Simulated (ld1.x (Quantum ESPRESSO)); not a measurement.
# An all-electron radial function and its pseudo partner (nickel (Ni))

Columns: radius, all-electron u(r) and pseudo u(r) of the 4p shell (level -0.67 eV) of nickel in the configuration [Ar] 3d9 4s1 4p0; Wu–Cohen, scalar-relativistic, ultrasoft scheme, ld1.x (Quantum ESPRESSO) 7.5.

```csv
r (bohr),all-electron,pseudo
0.143,0.0777,0.0030
0.285,-0.0159,0.0119
0.428,-0.1082,0.0263
0.570,-0.1357,0.0456
0.713,-0.1137,0.0691
0.855,-0.0661,0.0956
0.998,-0.0084,0.1246
1.140,0.0500,0.1548
1.283,0.1058,0.1855
1.425,0.1565,0.2155
1.568,0.2022,0.2447
1.710,0.2423,0.2721
1.853,0.2776,0.2977
1.995,0.3081,0.3209
2.138,0.3345,0.3421
2.280,0.3569,0.3609
2.423,0.3760,0.3777
2.565,0.3918,0.3923
2.708,0.4047,0.4048
2.850,0.4150,0.4150
2.992,0.4229,0.4229
3.135,0.4287,0.4287
3.278,0.4325,0.4325
3.420,0.4346,0.4346
3.563,0.4352,0.4352
3.705,0.4345,0.4345
```

How many radial nodes do the two functions have?

The all-electron 4p function has n − l − 1 = 2; the pseudo-wave has 0, since the states of the same l below it are removed with the core.

At about which radius was the pseudo-wave matched?

2.85 bohr, where the columns begin to agree (steps of 0.14 bohr).

Is the pseudo-wave norm-conserving?

No, it belongs to an ultrasoft set: the norm inside the radius is not constrained, and the difference is carried by the augmentation charge.
